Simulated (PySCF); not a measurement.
**Exact mass, isotope pattern and composition**

Species: `CC1=CSC(C(=O)[O-])=C1`.

Calculated from isotope tables alone.

(1) Find the molar and monoisotopic masses of [C6H5O2S]-.

(2) What cluster does the ion itself show when like nominal masses merge?

(3) What resolving power m/Δm just matches the spacing of the species with one 33S and with one 13C?

(4) Elemental analysis, calculated?

(5) What share of all these ions is the monoisotopic species?

(6) Protons, neutrons, electrons, and exact less nominal mass of the monoisotopic species?

## Answers

(1) For [C6H5O2S]-, with standard atomic weights, 6 × 12.011 + 1 × 32.060 + 2 × 15.999 + 5 × 1.008 = 141.164 g/mol. From the most abundant isotopes (12C, 32S, 16O, 1H), 6 × 12.000000 + 1 × 31.972071 + 2 × 15.994915 + 5 × 1.007825 = 141.0010 u for neutral atoms; the ion's mass is 141.0016 u once 1 electron mass (0.000549 u) is added.

(2) 
```csv
nominal mass,m/z (centroid),relative intensity
141,141.0016,100.0
142,142.0045,7.4
143,142.9985,5.2
144,144.0016,0.3
```

Lines under 0.1 % of the tallest are left out. Abundances used (%; other tables differ somewhat): 12C 98.93, 13C 1.07; 32S 94.93, 33S 0.76, 34S 4.29, 36S 0.02; 16O 99.757, 17O 0.038, 18O 0.205; 1H 99.9885, 2H 0.0115.

(3) They lie 0.00397 u apart at mass 142.00, so m/Δm is about 36000.

(4) C 51.05 %, S 22.71 %, O 22.67 %, H 3.57 %.

(5) 0.9893^6 × 0.9493 × 0.99757^2 × 0.999885^5 = 88.51 %.

(6) 73 protons, 68 neutrons and 74 electrons; 141.0010 − 141 = +0.0010 u, electron masses as for neutral atoms.
